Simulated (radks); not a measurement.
The numbers below are computed, except where a source is named.
Valence configurations of Cs I (all share [Xe]). Code: a radial shooting solver on a logarithmic mesh with Libxc functionals. Model: Dirac Kohn-Sham, PBE, spin-unpolarised, spherical densities, point nucleus; open shells fill j = l - 1/2 first. Energies are relative to 6s1; eigenvalues in eV.

| valence | E (eV) | e(4f5/2) | e(5d3/2) | e(6p1/2) | e(6s1/2) |
|---|---|---|---|---|---|
| 6s1 | 0.000 | - | - | - | -2.086 |
| 6s0.5 6p0.5 | 0.655 | - | - | -1.069 | -2.389 |
| 6p1 | 1.320 | - | - | -1.310 | - |
| 5d1 | 1.652 | - | -0.572 | - | - |
| 4f1 | 2.951 | -0.434 | - | - | - |

NIST lists [Xe] 6s1 as the ground configuration; this level of theory agrees among the configurations tried. The energies are those of spherical spin-averaged densities, not of single terms.
